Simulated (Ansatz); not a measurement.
Geometry optimisation, Ansatz, RKS PBE-D4/def2-SVP.

Input file:

```yaml
crystal:
  periodic: [false, false, false]
  atoms:
    - { symbol: Si, position_ang: [0.333223, 0.039976, -0.18419] }
    - { symbol: Cl, position_ang: [0.784904, -0.419189, 1.827801] }
    - { symbol: H, position_ang: [1.670682, 0.091553, -0.841983] }
    - { symbol: Cl, position_ang: [-0.495653, 1.910594, -0.448694] }
    - { symbol: Cl, position_ang: [-0.700599, -1.477548, -1.135489] }
    - { symbol: "N", position_ang: [-2.264601, -0.221617, 1.335505] }
    - { symbol: H, position_ang: [-2.930668, -0.713306, 0.730668] }
    - { symbol: Si, position_ang: [-2.84513, 1.201289, 2.194526] }
    - { symbol: H, position_ang: [-3.852726, 0.934931, 3.29084] }
    - { symbol: H, position_ang: [-1.653063, 1.865906, 2.821262] }
    - { symbol: H, position_ang: [-3.496302, 2.10325, 1.185898] }
    - { symbol: H, position_ang: [-1.738668, -0.91574, 1.904756] }
basis:
  gaussian: { orbitals: def2-SVP }
hamiltonian:
  xc: pbe
  dispersion: d4
relax:
  f_tol: 0.03
  max_steps: 50
```

Launched with:

```bash
$ ansatz run input.yaml --threads 4 --pin off --max-ram 5120MiB --backend cpu --events-out ev --progress --plain --runs-dir out
```

**Question.** Where does it end, and by what steps?

**Answer.** The forces met the threshold. After 9 steps the energy has fallen by 0.038 eV; H12 moved furthest, 0.22 Å.

| step | energy less start (eV) | largest force component (eV/Å) | accepted |
| --- | --- | --- | --- |
| 0 | 0.0000 | 0.501 | yes |
| 1 | -0.0156 | 0.298 | yes |
| 2 | -0.0297 | 0.154 | yes |
| 3 | -0.0334 | 0.099 | yes |
| 4 | -0.0322 | 0.222 | no |
| 5 | -0.0364 | 0.087 | yes |
| 6 | -0.0367 | 0.081 | yes |
| 7 | -0.0372 | 0.053 | yes |
| 8 | -0.0374 | 0.037 | yes |
| 9 | -0.0377 | 0.023 | yes |

```xyz
12
Properties=species:S:1:pos:R:3
Si 0.463 0.054 -0.247
Cl 0.900 -0.322 1.739
H 1.767 0.127 -0.967
Cl -0.478 1.870 -0.500
Cl -0.602 -1.500 -1.094
N -2.370 -0.266 1.407
H -3.022 -0.685 0.738
Si -2.877 1.192 2.237
H -3.943 1.019 3.298
H -1.671 1.787 2.908
H -3.427 2.130 1.200
H -1.931 -1.006 1.963
```

Whether the end is a true minimum wasn't checked by a vibrational analysis.

The run took 20 s on 4 threads of Arm Neoverse V1, with other jobs on the host, peak memory 0.2 GiB.
